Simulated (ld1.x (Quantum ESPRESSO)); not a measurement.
**Cs: excitation energies, all-electron against PAW**

| Item | Value |
| --- | --- |
| Element | caesium |
| Generator | ld1.x (Quantum ESPRESSO) 7.5 |
| Type | PAW |
| Functional | PBEsol |
| Relativity | scalar-relativistic |
| Frozen core | [Kr] 4d10 |
| Valence charge | 9 |
| Reference configuration | 5s2 5p6 5d0 6s1 6p0 |
| Partial waves | 5s (bound): rcut 2.25, rcutus 2.65 bohr; 6s (bound): rcut 2.25, rcutus 2.65 bohr; 5p (bound): rcut 3.60, rcutus 3.80 bohr; 6p (bound, empty): rcut 3.60, rcutus 3.80 bohr; 5d (bound, empty): rcut 3.90, rcutus 4.70 bohr; 5d channel at 0.8 Ry: rcut 3.90, rcutus 4.70 bohr; 4f channel at 0.35 Ry: rcut 2.42, rcutus 2.56 bohr |
| Local potential | all-electron potential smoothed inside 3.30 bohr (lloc = -2) |
| Core correction | Bessel-smoothed model core inside 1.25 bohr |
| Augmentation charge | BESSEL, radius 2.50 bohr |

Energies are relative to the spin-unpolarised reference configuration 5s2 5p6 5d0 6s1 6p0; without spin polarisation the order of configurations can differ from experiment. Not all tests gave a result: test run stopped at test 5 of 7 (negative rho).

```tsv
valence configuration	charge	ΔE all-electron (eV)	error AE − PS (meV)
5s2 5p6 5d0 6s0.5 6p0	+0.5	1.457	+0.1
5s2 5p6 5d0 6s0 6p1	0	1.352	+2.0
5s2 5p6 5d0.5 6s0.5 6p0	0	0.843	-0.5
```

**Question.** What are ΔE and the potential's error for 5s2 5p6 5d0 6s0 6p0?

**Answer.** ΔE = 3.792 eV all-electron; the error (AE − PS) is +0.4 meV.

Levels in the configuration 5s2 5p6 5d0 6s0 6p1:

```
level  all-electron (eV)  pseudo (eV)
   5s            -28.077      -28.044
   5p            -14.800      -14.777
   6p             -1.279       -1.279
```
